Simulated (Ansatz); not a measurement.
C$_{3}$H$_{6}$BI, SMILES `BC(=C)CI` at its PBE0-D4/def2-TZVP geometry, where that method's forces vanish. The species carries charge 0 and has multiplicity 1. I: def2 effective core potential.

```xyz
11

B    -1.2921    0.9008    0.0536
C    -0.1448   -0.1200   -0.0940
C    -0.4466   -1.4102   -0.3067
C     1.2773    0.3174   -0.0512
I     1.8187    0.8738    1.9643
H    -2.4214    0.5079    0.0664
H    -1.0694    2.0740    0.1232
H    -1.4798   -1.7374   -0.3397
H     0.3149   -2.1729   -0.4561
H     1.9866   -0.4574   -0.3353
H     1.4568    1.2241   -0.6245
```

(1) What forces (eV/Å) does ωB97M-V/def2-TZVPP give on these atoms in the Gaussian-basis code of Ansatz? (Estimate.)

Results:

(1) Ansatz gave: 
```
B1  -0.160  0.096  0.006
C2  -0.194 -0.229 -0.060
C3  -0.019  0.059  0.009
C4   0.328  0.123  0.071
I5  -0.018 -0.022 -0.063
H6   0.146  0.050  0.000
H7  -0.019 -0.146 -0.004
H8   0.082  0.030  0.006
H9  -0.049  0.073  0.015
H10 -0.076  0.068  0.000
H11 -0.021 -0.101  0.020
```
